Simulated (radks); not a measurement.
All-electron atom: Pb2+ in [Hg] (the NIST ground configuration). All-electron calculation, scalar-relativistic Kohn-Sham, SCAN, spin-unpolarised, spherical densities, finite nucleus; meta-GGA in the generalised Kohn-Sham scheme; Fermi nuclear charge, rms radius 5.5012 fm. Program: a radial shooting solver on a logarithmic mesh with Libxc functionals.

Normalised radial functions P(r) = r R(r), r in bohr:

r	5d
0.001482	0.0000
0.001726	0.0000
0.001993	0.0001
0.00232	0.0001
0.00268	0.0002
0.003119	0.0002
0.003603	0.0003
0.004194	0.0005
0.004844	0.0007
0.005639	0.0011
0.006512	0.0016
0.007581	0.0024
0.008755	0.0036
0.01019	0.0053
0.01177	0.0076
0.0137	0.0112
0.01583	0.0160
0.01842	0.0231
0.02128	0.0324
0.02477	0.0457
0.02861	0.0627
0.0333	0.0860
0.03846	0.1139
0.04478	0.1498
0.05171	0.1894
0.0602	0.2349
0.06952	0.2778
0.08094	0.3163
0.09347	0.3376
0.1088	0.3334
0.1257	0.2942
0.1463	0.2084
0.169	0.0846
0.1967	-0.0809
0.2272	-0.2481
0.2645	-0.4009
0.3054	-0.4876
0.3556	-0.4852
0.4106	-0.3787
0.478	-0.1643
0.5521	0.1094
0.6427	0.4177
0.7422	0.6799
0.8641	0.8854
0.9979	0.9805
1.162	0.9743
1.342	0.8874
1.562	0.7423
1.804	0.5827
2.1	0.4176
2.425	0.2815
2.823	0.1692
3.261	0.0946
3.796	0.0453
4.384	0.0196
5.103	0.0068
5.894	0.0021
6.861	0.0005

5d: eigenvalue -38.400 eV, 2 radial nodes at r = 0.183, 0.523 bohr, <r> = 1.29 bohr, 90 % of the charge inside 1.95 bohr.
